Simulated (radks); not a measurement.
Values are calculated unless marked as measured or tabulated.
Spin polarisation of the 4d9 shell in Cd3+. Start: [Kr] 4d(up 4.5, down 4.5); electrons of 4d are moved from spin down to spin up, other shells keep equal spins. Code: a radial shooting solver on a logarithmic mesh with Libxc functionals. Model: non-relativistic Kohn-Sham, TPSS, spin-polarised, spherical densities, point nucleus; meta-GGA in the generalised Kohn-Sham scheme.

moment (Bohr magnetons)  E - E(0) (eV)  e(4d up) (eV)  e(4d down) (eV)  4p down minus up (eV)  4s down minus up (eV)  3d down minus up (eV)
0                                0.000        -46.326          -46.326                 0.000                  0.000                  0.000
0.25                            -0.013        -46.431          -46.219                  0.222                  0.218                  0.051
0.5                             -0.053        -46.534          -46.110                  0.443                  0.436                  0.103
0.75                            -0.119        -46.635          -45.999                  0.665                  0.655                  0.154
1                               -0.212        -46.734          -45.886                  0.887                  0.873                  0.206

At moment 1 the spin-polarisation energy is -0.212 eV and the 4d exchange splitting 0.848 eV, that is 0.848 eV per Bohr magneton; E = -I m^2/4 would give I = 0.848 eV.
